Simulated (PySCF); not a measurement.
Telling isomers of C₄H₅NOSi apart by NMR

PySCF 2.14.0 with density-fitted response routines calculation with σ from GIAO-PBE0/pcSseg-1 and coordinates at the GFN2-xTB level; a single conformation, relativity neglected, no solvent, equivalent nuclei averaged.

Shifts are taken against calculated references (same method and geometry level): 1H (σref 31.72) and 13C (σref 186.93) vs TMS. Where no couplings were computed, multiplicities follow the n + 1 count of equivalent neighbours, and m marks all less simple cases (inequivalent or close neighbours, rings, F or P nearby). Shifts are as computed. Against solution values, carbons near 30 ppm lie about +3 ppm off and those near 130 ppm about +5 ppm. Of 1309 compounds with measured shifts, 239 miss one by over three times the rms of a fit or turn the order of signals round; such compounds aren't used in these exercises.

(1) Tabulate the signals of `C=C[Si@H](C#N)C=O`, `C=C(C#N)C(=O)[SiH3]` and their relative energies.

(2) What is the quickest way to tell C=C[Si@H](C#N)C=O from C=C(C#N)C(=O)[SiH3]?

Results:

(1) 
```tsv
SMILES	carbon types	δC	δH	E rel. (kcal/mol)
C=C[Si@H](C#N)C=O	1×C 2×CH 1×CH2	238.1, 152.6, 128.2, 122.4	12.09 (d, 1H), 6.99 (m, 1H), 6.61 (m, 1H), 6.51 (m, 1H), 4.88 (m, 1H)	0.0
C=C(C#N)C(=O)[SiH3]	3×C 1×CH2	225.8, 147.2, 127.5, 123.9	7.20 (br s, 1H), 6.54 (br s, 1H), 4.43 (s, 3H)	6.3
```

Energies are electronic energies at PBE0/pcSseg-1 on these geometries, without zero-point or thermal terms, each for the one conformer computed, which needn't be the lowest.

(2) Both give the same number of carbon signals, but DEPT or the intensities differ. The first has a carbonyl carbon (CH) at 238.1 ppm, the second a carbonyl carbon (C) at 225.8 ppm. In the proton spectra the most deshielded non-exchanging signals are 12.09 (d, 1H) and 7.20 (br s, 1H).
